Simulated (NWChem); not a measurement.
System: C$_{2}$H$_{2}$BFO$_{2}$; SMILES C1(OCB1F)=O

```xyz
8

O      1.2553    -1.5931     0.0000
C      0.4099    -0.7590     0.0000
O     -0.9506    -0.9900     0.0000
C     -1.4101     0.3929     0.0000
B      0.1062     0.8324     0.0000
F      0.7838     1.9417     0.0000
H     -2.0109     0.6123     0.8971
H     -2.0109     0.6123    -0.8971
```
Atoms are numbered in this order, from 1.

All runs: NWChem. Structure relaxed at the PBE0/def2-SVP level. Hybrids' shares of exact exchange are those that their runs print; pure functionals count as 0. The functionals differ in more than this share.

```
row                    share of exact exchange  highest occupied level (eV)
---------------------  -----------------------  ---------------------------
PBE/def2-SVP                              0.00                        -6.22
BLYP/def2-SVP                             0.00                        -6.06
TPSSh/def2-SVP                            0.10                        -6.98
B3LYP/def2-SVP                            0.20                        -7.59
PW6B95/def2-SVP                           0.28                     withheld
Hartree-Fock/def2-SVP                     1.00                       -12.05
```

Q: Fit a straight line of the last column on the one before it, predict the withheld value, and compare with the run.

A: 
1. Means of the 5 shown rows: x = 0.260, y = -7.780. Slope Σ(x − x̄)(y − ȳ)/Σ(x − x̄)² = -4.152/0.7120 = -5.831; intercept -6.264.
2. The shown rows scatter about the line by 0.133 (root mean square); the largest residual is +0.20, at BLYP/def2-SVP.
3. At x = 0.28 (PW6B95/def2-SVP; inside the shown range) the line gives -7.90.
4. The run gives -8.04, -0.14 from the line, 1.1 times the scatter.
